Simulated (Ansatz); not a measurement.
# Molecular dynamics of F$_{4}$HOTa

input.yaml

```yaml
crystal:
  periodic: [false, false, false]
  atoms:
    - { symbol: Ta, position_ang: [-0.08649, 0.047063, 0.036281] }
    - { symbol: F, position_ang: [1.77727, -0.18115, -0.223258] }
    - { symbol: F, position_ang: [-0.016199, 0.240617, 1.86194] }
    - { symbol: F, position_ang: [0.171006, -0.045884, -1.834736] }
    - { symbol: F, position_ang: [-0.780076, 1.74874, -0.097157] }
    - { symbol: O, position_ang: [-0.843451, -1.744683, 0.03179] }
    - { symbol: H, position_ang: [-1.794774, -1.871243, -0.106897] }
basis:
  gaussian: { orbitals: def2-SVP }
hamiltonian:
  xc: r2scan
  dispersion: d4
md:
  timestep: 0.5
  n_steps: 100
  ensemble: nvt_nose_hoover
  temperature: 700.0
  initial_velocities: maxwell_boltzmann
  seed: 203432
  nose_hoover: { tau: 1.0, chain_length: 1 }
```

Run as:

```bash
$ ansatz run input.yaml --threads 2 --pin off --max-ram 3072MiB --backend cpu --events-out ev --progress --plain --runs-dir out
```

It goes on from the last frame of an earlier run, with new velocities.

Output, in part (one step line in 4, the closing report, with atoms numbered from 0):

```
md step     0: t =     0.00 fs  T =   700.0 K  F+E_penalty+E_count = -14476.22666896 eV  E_kin = 0.452410 eV  conserved = -14475.77425896 eV  (30 SCF iters)
md step     4: t =     2.00 fs  T =   690.5 K  F+E_penalty+E_count = -14476.19298332 eV  E_kin = 0.446261 eV  conserved = -14475.77399040 eV  (30 SCF iters)
md step     8: t =     4.00 fs  T =   717.9 K  F+E_penalty+E_count = -14476.16664812 eV  E_kin = 0.463956 eV  conserved = -14475.77412849 eV  (30 SCF iters)
md step    12: t =     6.00 fs  T =   678.8 K  F+E_penalty+E_count = -14476.13812648 eV  E_kin = 0.438680 eV  conserved = -14475.77388573 eV  (31 SCF iters)
md step    16: t =     8.00 fs  T =   743.5 K  F+E_penalty+E_count = -14476.14465758 eV  E_kin = 0.480503 eV  conserved = -14475.77398731 eV  (31 SCF iters)
md step    20: t =    10.00 fs  T =   658.4 K  F+E_penalty+E_count = -14476.17138374 eV  E_kin = 0.425555 eV  conserved = -14475.77394863 eV  (31 SCF iters)
md step    24: t =    12.00 fs  T =   752.5 K  F+E_penalty+E_count = -14476.22029249 eV  E_kin = 0.486314 eV  conserved = -14475.77403751 eV  (31 SCF iters)
md step    28: t =    14.00 fs  T =   653.4 K  F+E_penalty+E_count = -14476.27634874 eV  E_kin = 0.422262 eV  conserved = -14475.77405456 eV  (31 SCF iters)
md step    32: t =    16.00 fs  T =   746.2 K  F+E_penalty+E_count = -14476.34205668 eV  E_kin = 0.482264 eV  conserved = -14475.77408991 eV  (31 SCF iters)
md step    36: t =    18.00 fs  T =   662.6 K  F+E_penalty+E_count = -14476.41287024 eV  E_kin = 0.428219 eV  conserved = -14475.77416697 eV  (29 SCF iters)
md step    40: t =    20.00 fs  T =   721.7 K  F+E_penalty+E_count = -14476.47521090 eV  E_kin = 0.466443 eV  conserved = -14475.77414657 eV  (32 SCF iters)
md step    44: t =    22.00 fs  T =   688.2 K  F+E_penalty+E_count = -14476.53745620 eV  E_kin = 0.444787 eV  conserved = -14475.77422432 eV  (30 SCF iters)
md step    48: t =    24.00 fs  T =   692.8 K  F+E_penalty+E_count = -14476.59003757 eV  E_kin = 0.447761 eV  conserved = -14475.77419036 eV  (30 SCF iters)
md step    52: t =    26.00 fs  T =   717.8 K  F+E_penalty+E_count = -14476.64606918 eV  E_kin = 0.463921 eV  conserved = -14475.77426724 eV  (30 SCF iters)
md step    56: t =    28.00 fs  T =   666.0 K  F+E_penalty+E_count = -14476.69176643 eV  E_kin = 0.430431 eV  conserved = -14475.77422504 eV  (30 SCF iters)
md step    60: t =    30.00 fs  T =   741.6 K  F+E_penalty+E_count = -14476.73821191 eV  E_kin = 0.479275 eV  conserved = -14475.77431955 eV  (30 SCF iters)
md step    64: t =    32.00 fs  T =   649.2 K  F+E_penalty+E_count = -14476.77149516 eV  E_kin = 0.419547 eV  conserved = -14475.77430832 eV  (30 SCF iters)
md step    68: t =    34.00 fs  T =   749.1 K  F+E_penalty+E_count = -14476.79542068 eV  E_kin = 0.484136 eV  conserved = -14475.77441148 eV  (30 SCF iters)
md step    72: t =    36.00 fs  T =   644.8 K  F+E_penalty+E_count = -14476.79355645 eV  E_kin = 0.416728 eV  conserved = -14475.77436019 eV  (30 SCF iters)
md step    76: t =    38.00 fs  T =   744.1 K  F+E_penalty+E_count = -14476.77197026 eV  E_kin = 0.480909 eV  conserved = -14475.77439788 eV  (30 SCF iters)
md step    80: t =    40.00 fs  T =   659.0 K  F+E_penalty+E_count = -14476.72572472 eV  E_kin = 0.425938 eV  conserved = -14475.77425488 eV  (30 SCF iters)
md step    84: t =    42.00 fs  T =   731.6 K  F+E_penalty+E_count = -14476.67990833 eV  E_kin = 0.472805 eV  conserved = -14475.77425386 eV  (30 SCF iters)
md step    88: t =    44.00 fs  T =   684.3 K  F+E_penalty+E_count = -14476.63468756 eV  E_kin = 0.442277 eV  conserved = -14475.77411591 eV  (31 SCF iters)
md step    92: t =    46.00 fs  T =   707.4 K  F+E_penalty+E_count = -14476.61264519 eV  E_kin = 0.457218 eV  conserved = -14475.77421428 eV  (31 SCF iters)
md step    96: t =    48.00 fs  T =   707.4 K  F+E_penalty+E_count = -14476.59918800 eV  E_kin = 0.457161 eV  conserved = -14475.77416740 eV  (30 SCF iters)
md step   100: t =    50.00 fs  T =   681.5 K  F+E_penalty+E_count = -14476.59771413 eV  E_kin = 0.440444 eV  conserved = -14475.77427979 eV  (30 SCF iters)
Total energy: -14476.59773761 eV, -532.0051542667 hartree
Atom 0 at    -0.020105     0.033889    -0.001798 Å, force    -0.237860    -2.107512     0.927646 eV/Å
Atom 1 at     1.878561    -0.106229     0.115684 Å, force    -1.017254     0.048062    -0.537496 eV/Å
Atom 2 at    -0.058509     0.197784     1.825099 Å, force    -0.164553     0.287602     1.957568 eV/Å
Atom 3 at    -0.150281     0.013145    -1.829487 Å, force     0.316472    -0.248892    -2.366863 eV/Å
Atom 4 at    -0.917146     1.654882    -0.116151 Å, force    -0.149242     0.450778     0.179448 eV/Å
Atom 5 at    -1.159186    -1.562719     0.141231 Å, force     1.312088     1.138391    -0.269694 eV/Å
Atom 6 at    -1.173005    -2.342785    -0.443196 Å, force    -0.059651     0.431572     0.109390 eV/Å
Dipole moment:    -0.019043    -0.421366    -0.258907 e Å
```

The run went to its last step. The conserved energy stayed within 0.058 meV per atom of its start (net change -0.003 meV per atom), so the integration is sound. A run of 0.05 ps of so small a system gives no equilibrium averages.

The same pairs are bonded in the first frame and the last. Pairs count as bonded within 1.25 times the sum of covalent radii (0.12 Å more for H–H).

Last frame:

```xyz
7
Properties=species:S:1:pos:R:3
Ta -0.020 0.034 -0.002
F 1.879 -0.106 0.116
F -0.059 0.198 1.825
F -0.150 0.013 -1.829
F -0.917 1.655 -0.116
O -1.159 -1.563 0.141
H -1.173 -2.343 -0.443
```

Time of the run: 5.9 min on 2 threads of AMD EPYC 7R32 (Zen 2), on a shared host, peak memory 0.21 GiB.
